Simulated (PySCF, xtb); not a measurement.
Complex: HCl (SMILES Cl) (first 2 atoms) with C2H4 (SMILES C=C); geometry from B3LYP-D3(BJ)/def2-TZVP, rigid monomers moved along the line of their centres of mass till H2···C3 is 2.18 Å.
(charge 0, multiplicity 1):
```
atom    x (Å)    y (Å)   z (Å)
----  -------  -------  ------
Cl     0.3088  -0.4808  0.0035
H      0.1925  -0.2875  1.2773
C     -0.5724   0.3281  3.2216
C      0.5841  -0.2917  3.4225
H     -1.5128  -0.2095  3.2154
H     -0.6239   1.3980  3.0593
H      1.5241   0.2466  3.4324
H      0.6353  -1.3609  3.5887
```

Monomers are frozen at their geometry in the pair; levels with a basis set take the counterpoise correction. Rows marked so take none.

Rows in 3-21G, STO-3G carry no dispersion term and start afresh at each structure.

Codes used: PySCF for 3-21G rows, STO-3G rows; xtb for the GFN methods. Each number belongs to the level named beside it.

**Question.** One of these levels gives -89.0 meV for the interaction energy. Which one is it?
A. GFN2-xTB
B. GFN-FF
C. HF/STO-3G (no counterpoise)
D. HF/3-21G (no counterpoise)

**Answer.** D, HF/3-21G (no counterpoise). The others give -68.8 (GFN-FF), -111.7 (GFN2-xTB), -48.3 (HF/STO-3G (no counterpoise))
